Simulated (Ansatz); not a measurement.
Reactions of Cl₂FGeH₄NSi (`F[SiH](Cl)[NH][GeH2][Cl]`).

Program: Ansatz. Geometries: PBE0-D4/def2-TZVP. ΔE: electronic, gas phase. CCSD(T)/CBS adds triple-zeta CCSD(T) − MP2 to the extrapolated MP2 energy (def2 sets, frozen cores). This one scheme is used for every species. For Br, Ge outer-core shells are correlated without core-valence functions, which leaves a few kJ/mol of doubt a bond. Scalar relativity is left out up to krypton. One conformer a species, not always the lowest.

(1) Order these by ΔE at CCSD(T)/CBS, lowest first. (Best estimate.)
A. `F[SiH](Cl)[NH][GeH2][Cl]` + `N[SiH](Cl)Cl` → `[Cl][GeH2][NH][SiH](Cl)Cl` + `N[SiH](F)Cl`
B. `F[SiH](Cl)[NH][GeH2][Cl]` + H₂ → `F[SiH2]Cl` + `[NH2][GeH2][Cl]`
C. `F[SiH](Cl)[NH][GeH2][Cl]` + HBr → `[Cl][GeH2][Br]` + `N[SiH](F)Cl`
D. `F[SiH](Cl)[NH][GeH2][Cl]` + HCl → `F[SiH](Cl)Cl` + `[NH2][GeH2][Cl]`
E. `F[SiH](Cl)[NH][GeH2][Cl]` + NH₃ → `[NH2][GeH2][Cl]` + `N[SiH](F)Cl`

Largest T1 diagnostic: 0.011, for `F[SiH](Cl)[NH][GeH2][Cl]`.

Results:

(1) C (-13.0 kcal/mol), D (-4.6 kcal/mol), A (-0.2 kcal/mol), E (+2.0 kcal/mol), B (+15.1 kcal/mol).
